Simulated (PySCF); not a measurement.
Molfile (atoms numbered from 1):
```
C7H15OPS
     RDKit          3D

 25 24  0  0  0  0  0  0  0  0999 V2000
   -3.2426   -1.5060    0.6425 C   0  0  0  0  0  0  0  0  0  0  0  0
   -1.9397   -1.7941    0.6422 C   0  0  0  0  0  0  0  0  0  0  0  0
   -0.9784   -1.4192   -0.4365 C   0  0  0  0  0  0  0  0  0  0  0  0
    0.3395   -0.3294    0.2345 P   0  0  2  0  0  5  0  0  0  0  0  0
    1.0854   -0.9727    1.3691 O   0  0  0  0  0  0  0  0  0  0  0  0
   -0.4639    1.2327    0.7028 C   0  0  0  0  0  0  0  0  0  0  0  0
   -1.2208    1.9734   -0.3873 C   0  0  0  0  0  0  0  0  0  0  0  0
    1.3973    0.0493   -1.2147 C   0  0  0  0  0  0  0  0  0  0  0  0
    2.6428    1.3119   -0.8479 S   0  0  0  0  0  0  0  0  0  0  0  0
    3.7496    0.3641    0.2258 C   0  0  0  0  0  0  0  0  0  0  0  0
   -3.7152   -0.9809   -0.1943 H   0  0  0  0  0  0  0  0  0  0  0  0
   -3.8866   -1.7931    1.4774 H   0  0  0  0  0  0  0  0  0  0  0  0
   -1.4960   -2.3130    1.4997 H   0  0  0  0  0  0  0  0  0  0  0  0
   -1.4794   -0.9433   -1.2944 H   0  0  0  0  0  0  0  0  0  0  0  0
   -0.4401   -2.3107   -0.8040 H   0  0  0  0  0  0  0  0  0  0  0  0
    0.3532    1.8468    1.1145 H   0  0  0  0  0  0  0  0  0  0  0  0
   -1.1195    0.9647    1.5476 H   0  0  0  0  0  0  0  0  0  0  0  0
   -1.6798    2.8890    0.0144 H   0  0  0  0  0  0  0  0  0  0  0  0
   -2.0321    1.3639   -0.8140 H   0  0  0  0  0  0  0  0  0  0  0  0
   -0.5535    2.2802   -1.2072 H   0  0  0  0  0  0  0  0  0  0  0  0
    0.7904    0.4281   -2.0519 H   0  0  0  0  0  0  0  0  0  0  0  0
    1.8771   -0.8872   -1.5455 H   0  0  0  0  0  0  0  0  0  0  0  0
    4.4566    1.0858    0.6577 H   0  0  0  0  0  0  0  0  0  0  0  0
    4.3114   -0.3823   -0.3558 H   0  0  0  0  0  0  0  0  0  0  0  0
    3.1750   -0.1271    1.0238 H   0  0  0  0  0  0  0  0  0  0  0  0
  1  2  2  0
  2  3  1  0
  4  3  1  6
  4  5  2  0
  4  6  1  0
  6  7  1  0
  4  8  1  0
  8  9  1  0
  9 10  1  0
  1 11  1  0
  1 12  1  0
  2 13  1  0
  3 14  1  0
  3 15  1  0
  6 16  1  0
  6 17  1  0
  7 18  1  0
  7 19  1  0
  7 20  1  0
  8 21  1  0
  8 22  1  0
 10 23  1  0
 10 24  1  0
 10 25  1  0
M  END
```

Geometry: PBE0-D3(BJ)/def2-SVP; GIAO shifts from PySCF 2.14, gas phase, non-relativistic, averaged over equivalent atoms.

At PBE0/pcSseg-1 (259 basis functions, 2.4 min wall time on 1 thread of an Arm Neoverse N1, shared host):
```
      atoms  δ (ppm)
         C2    140.0
         C1    125.3
         C3     37.9
         C8     30.5
        C10     19.9
         C6     19.0
         C7      8.4
         P4     21.4
         O5    105.1
         S9    -87.8
        H13     6.31
        H12     5.51
        H11     5.34
H23/H24/H25     2.54
        H15     2.42
        H16     2.34
        H22     2.18
        H14     1.99
        H21     1.82
        H17     1.64
H18/H19/H20     0.71
```

δ = σ(ref) − σ, references computed at the same level: ¹³C (184.41 ppm) and ¹H (31.27 ppm) against TMS; ³¹P (310.13 ppm) vs H3PO4; ¹⁷O (334.56 ppm) against H2O; ³³S (495.66 ppm) against CS2.

**Question.** What do these become at KT2/pcSseg-1?

**Answer.** 
```csv
atoms,δ at KT2/pcSseg-1,change
C2,130.0,-10.0
C1,115.3,-10.0
C3,39.3,+1.4
C8,32.2,+1.7
C10,21.0,+1.1
C6,20.6,+1.6
C7,9.6,+1.2
P4,18.6,-2.8
O5,118.6,+13.5
S9,-51.7,+36.1
H13,6.13,-0.18
H12,5.27,-0.24
H11,5.15,-0.19
H23/H24/H25,2.60,+0.06
H15,2.52,+0.10
H16,2.49,+0.15
H22,2.26,+0.08
H14,2.12,+0.13
H21,2.06,+0.24
H17,1.76,+0.12
H18/H19/H20,0.75,+0.04
```

Scale: ¹³C (σref 183.22), ¹H (σref 31.18) vs TMS; H3PO4 for ³¹P (σref 325.43); ¹⁷O (σref 330.66) vs H2O; ³³S (σref 518.69) against CS2 (reference shieldings calculated alike).

The largest change is at S9 (sulfide sulfur). Cost: 259 basis functions, 2.5 min wall time on 1 thread of an Arm Neoverse N1, shared host. The order of the carbon signals is the same at both levels.

Experimental scales use liquid or dissolved standards, which lie at an offset from isolated H2O (liquid H2O: subtract about 36 ppm) and H3PO4.
